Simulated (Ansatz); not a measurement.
`[CH3][GeH]([NH2])[Cl]`, relaxed with RKS PBE-D4/def2-SVP in the Gaussian-basis code of Ansatz from a rough embedded geometry. The force threshold is 0.03 eV/Å; the program also tests the step.

The species carries charge 0 and has multiplicity 1.

Start:

```xyz
10

C    -0.213    1.415   -0.060
Ge   -0.275   -0.407    0.429
N     0.984   -1.307   -0.552
Cl    0.165   -0.666    2.465
H     0.763    1.882    0.171
H    -0.450    1.609   -1.136
H    -0.979    2.014    0.526
H    -1.685   -0.986    0.079
H     0.943   -2.326   -0.343
H     0.747   -1.229   -1.579
```

```csv
step,energy (eV),largest force (eV/Å),largest move (Å)
1,-71637.2256,1.635,0.000
2,-71637.4128,0.687,0.177
3,-71637.4366,0.167,0.044
4,-71637.4403,0.112,0.023
5,-71637.4408,0.086,0.061
6,-71637.4426,0.094,0.086
7,-71637.4431,0.128,0.045
8 (rejected),-71637.4431,0.168,0.083
9,-71637.4440,0.007,0.035
10,-71637.4442,0.060,0.050
11,-71637.4444,0.046,0.022
12,-71637.4445,0.026,0.025
```

End:

```xyz
10

C    -0.235    1.443   -0.097
Ge   -0.360   -0.442    0.394
N     0.955   -1.356   -0.515
Cl    0.119   -0.637    2.524
H     0.809    1.785    0.034
H    -0.541    1.593   -1.152
H    -0.895    2.046    0.555
H    -1.795   -1.034    0.270
H     0.849   -2.376   -0.536
H     1.092   -1.021   -1.476
```

Run time 17 s (4 threads of an Arm Neoverse V1 on a shared host); peak host memory 0.16 GiB.
